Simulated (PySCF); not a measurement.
`C1[P@@](N)(=N[SiH3])C=CC1`, C4H11N2PSi

Geometry:
```json
{"atom": "N1", "x (Å)": "0.115", "y (Å)": "1.673", "z (Å)": "1.566"}
{"atom": "P2", "x (Å)": "0.332", "y (Å)": "0.594", "z (Å)": "0.290"}
{"atom": "N3", "x (Å)": "1.768", "y (Å)": "0.715", "z (Å)": "-0.315"}
{"atom": "Si4", "x (Å)": "2.496", "y (Å)": "-0.205", "z (Å)": "-1.572"}
{"atom": "C5", "x (Å)": "-1.155", "y (Å)": "0.825", "z (Å)": "-0.725"}
{"atom": "C6", "x (Å)": "-2.073", "y (Å)": "-0.089", "z (Å)": "-0.450"}
{"atom": "C7", "x (Å)": "-1.785", "y (Å)": "-1.061", "z (Å)": "0.655"}
{"atom": "C8", "x (Å)": "-0.290", "y (Å)": "-1.012", "z (Å)": "0.970"}
{"atom": "H9", "x (Å)": "0.920", "y (Å)": "1.624", "z (Å)": "2.185"}
{"atom": "H10", "x (Å)": "0.042", "y (Å)": "2.624", "z (Å)": "1.218"}
{"atom": "H11", "x (Å)": "1.574", "y (Å)": "-1.069", "z (Å)": "-2.326"}
{"atom": "H12", "x (Å)": "3.521", "y (Å)": "-1.061", "z (Å)": "-0.963"}
{"atom": "H13", "x (Å)": "3.094", "y (Å)": "0.769", "z (Å)": "-2.485"}
{"atom": "H14", "x (Å)": "-1.231", "y (Å)": "1.574", "z (Å)": "-1.496"}
{"atom": "H15", "x (Å)": "-3.030", "y (Å)": "-0.154", "z (Å)": "-0.949"}
{"atom": "H16", "x (Å)": "-2.373", "y (Å)": "-0.768", "z (Å)": "1.529"}
{"atom": "H17", "x (Å)": "-2.104", "y (Å)": "-2.067", "z (Å)": "0.372"}
{"atom": "H18", "x (Å)": "0.248", "y (Å)": "-1.811", "z (Å)": "0.455"}
{"atom": "H19", "x (Å)": "-0.076", "y (Å)": "-1.090", "z (Å)": "2.036"}
```

Level of theory: GIAO PBE/3-21G magnetisability, rotational g tensor and spin-rotation constants, non-relativistic, gas phase in PySCF 2.14.0. Geometry: GFN2-xTB.

(1) What are the magnetisability and the molar susceptibility?

(2) Split it along the inertial axes a, b, c into diamagnetic and paramagnetic parts about the centre of mass, with the quadrupole moment.

(3) And the rotational g tensor?

## Answers

(1) Isotropic -1515 × 10⁻³⁰ J/T², or -91.2 × 10⁻⁶ cm³/mol; principal values -1674, -1445, -1425 × 10⁻³⁰ J/T², anisotropy 239 × 10⁻³⁰ J/T² (root of half the summed squared differences of the principal values). The susceptibility is in cgs units.

(2) 
```tsv
axis	χ (10⁻⁶ cm³/mol)	diamagnetic (10⁻⁶ cm³/mol)	paramagnetic (10⁻⁶ cm³/mol)	summed x² of all electrons (Å²)	quadrupole Θ (D Å)
a	-92.9	-668.9	576.0	249.2	-9.15
b	-94.4	-1318.1	1223.7	96.1	+5.00
c	-86.3	-1464.9	1378.6	61.5	+4.15
```
Anisotropies 2χaa − χbb − χcc = -5.1 and 2χbb − χaa − χcc = -9.5 × 10⁻⁶ cm³/mol. Θ is traceless in Buckingham's convention.

(3) 
| axis | rotational constant (GHz) | g | nuclear part | electronic part |
| --- | --- | --- | --- | --- |
| a | 2.3206 | -0.0162 | 0.6117 | -0.6280 |
| b | 1.0258 | -0.0105 | 0.5793 | -0.5897 |
| c | 0.9068 | -0.0125 | 0.5748 | -0.5873 |

Asymmetric top; isotopes 12C, 1H, 14N, 31P, 28Si; no vibrational averaging.
